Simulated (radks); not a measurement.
Neutral iridium inside a hard spherical wall (all orbitals vanish at R), configuration held at [Xe] 4f14 5d7 6s2 and not refilled when levels cross. Method: scalar-relativistic Kohn-Sham, LDA (Slater exchange, Perdew-Wang correlation), spin-polarised, spherical densities, finite nucleus; open shells are filled with parallel spins first (spin-orbit coupling, left out, can overturn this in heavy ions); Fermi nuclear charge, rms radius 5.4032 fm; computed with a radial shooting solver on a logarithmic mesh with Libxc functionals. Eigenvalues in eV for spin up, with the zero of energy where the potential of the charges vanishes at infinity; a dash marks a level that is unbound or too diffuse for the functional's potential to be trusted. A positive occupied level is held by the wall or, in an anion where self-interaction has pushed it up, behind a barrier. The pressure on the wall is -dE/dV.

[
 {"R (bohr)": "free", "E (hartree)": "-17814.1068", "kinetic (hartree)": "19790.990", "e(4f)": "-62.600", "e(5p)": "-55.583", "e(5d)": "-8.061", "e(6s)": "-6.953", "e(6p, empty)": "-1.485", "e(7s, empty)": "-0.022", "pressure (GPa)": "0"},
 {"R (bohr)": "20", "E (hartree)": "-17814.1068", "kinetic (hartree)": "19790.990", "e(4f)": "-62.600", "e(5p)": "-55.583", "e(5d)": "-8.061", "e(6s)": "-6.953", "e(6p, empty)": "-1.485", "e(7s, empty)": "0.096", "pressure (GPa)": "< 0.0001"},
 {"R (bohr)": "15", "E (hartree)": "-17814.1068", "kinetic (hartree)": "19790.990", "e(4f)": "-62.600", "e(5p)": "-55.583", "e(5d)": "-8.061", "e(6s)": "-6.953", "e(6p, empty)": "-1.483", "e(7s, empty)": "0.317", "pressure (GPa)": "< 0.0001"},
 {"R (bohr)": "10", "E (hartree)": "-17814.1067", "kinetic (hartree)": "19790.991", "e(4f)": "-62.590", "e(5p)": "-55.573", "e(5d)": "-8.051", "e(6s)": "-6.943", "e(6p, empty)": "-1.401", "e(7s, empty)": "1.543", "pressure (GPa)": "0.00402"},
 {"R (bohr)": "7", "E (hartree)": "-17814.0997", "kinetic (hartree)": "19791.054", "e(4f)": "-62.295", "e(5p)": "-55.282", "e(5d)": "-7.781", "e(6s)": "-6.679", "e(6p, empty)": "-0.649", "e(7s, empty)": "6.014", "pressure (GPa)": "0.457"},
 {"R (bohr)": "6", "E (hartree)": "-17814.0795", "kinetic (hartree)": "19791.195", "e(4f)": "-61.742", "e(5p)": "-54.746", "e(5d)": "-7.292", "e(6s)": "-6.158", "e(6p, empty)": "0.416", "e(7s, empty)": "10.584", "pressure (GPa)": "2.40"},
 {"R (bohr)": "5", "E (hartree)": "-17813.9994", "kinetic (hartree)": "19791.661", "e(4f)": "-60.238", "e(5p)": "-53.326", "e(5d)": "-6.003", "e(6s)": "-4.633", "e(6p, empty)": "3.066", "e(7s, empty)": "20.175", "pressure (GPa)": "14.0"},
 {"R (bohr)": "3", "E (hartree)": "-17811.8506", "kinetic (hartree)": "19800.818", "e(4f)": "-43.595", "e(5p)": "-39.045", "e(5d)": "8.525", "e(6s)": "18.733", "e(6p, empty)": "36.164", "e(7s, empty)": "108.68", "pressure (GPa)": "1020"},
 {"R (bohr)": "2.5", "E (hartree)": "-17808.4062", "kinetic (hartree)": "19814.170", "e(4f)": "-28.600", "e(5p)": "-26.815", "e(5d)": "23.115", "e(6s)": "47.423", "e(6p, empty)": "72.910", "e(7s, empty)": "191.16", "pressure (GPa)": "4230"},
 {"R (bohr)": "2", "E (hartree)": "-17797.3909", "kinetic (hartree)": "19854.417", "e(4f)": "2.644", "e(5p)": "0.616", "e(5d)": "57.965", "e(6s)": "122.66", "e(6p, empty)": "162.26", "e(7s, empty)": "373.59", "pressure (GPa)": "22900"}
]
